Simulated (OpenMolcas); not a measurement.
**GaClF (SMILES [F][Ga][Cl]): the dipole moment, rung by rung**

GaClF has 3 atoms, charge 0, and is taken as a doublet. SMILES: `[F][Ga][Cl]`. The coordinates come from a PBE0-D4/def2-TZVP relaxation.

```csv
atom,x (Å),y (Å),z (Å)
F,-1.4211,0.2959,-0.7548
Ga,0.0664,0.6496,0.1122
Cl,1.3439,-1.0103,0.6293
```

Quantity: the dipole moment, in D. The values are calculated.

```tsv
level	kind	program	value (D)	CPU time
USVWN5/cc-pVTZ	LDA	OpenMolcas	1.86	57 s
UBLYP/cc-pVTZ	GGA	OpenMolcas	1.85	86 s
U-r2SCAN/cc-pVTZ	meta-GGA	OpenMolcas	1.98	57 s
UM06-L/cc-pVTZ	meta-GGA	OpenMolcas	2.00	57 s
UTPSS/cc-pVTZ	meta-GGA	OpenMolcas	1.89	75 s
UBHLYP/cc-pVTZ	global hybrid	OpenMolcas	2.28	57 s
UM06-2X/cc-pVTZ	hybrid meta-GGA	OpenMolcas	2.23	58 s
UPBE0/cc-pVTZ	global hybrid	OpenMolcas	2.06	58 s
```

All-electron rows without a relativistic Hamiltonian named are non-relativistic. The values span 1.85 to 2.28 D. Times are those of the runs behind each value, whatever else they computed, on shared processors of several kinds: orders of magnitude only.
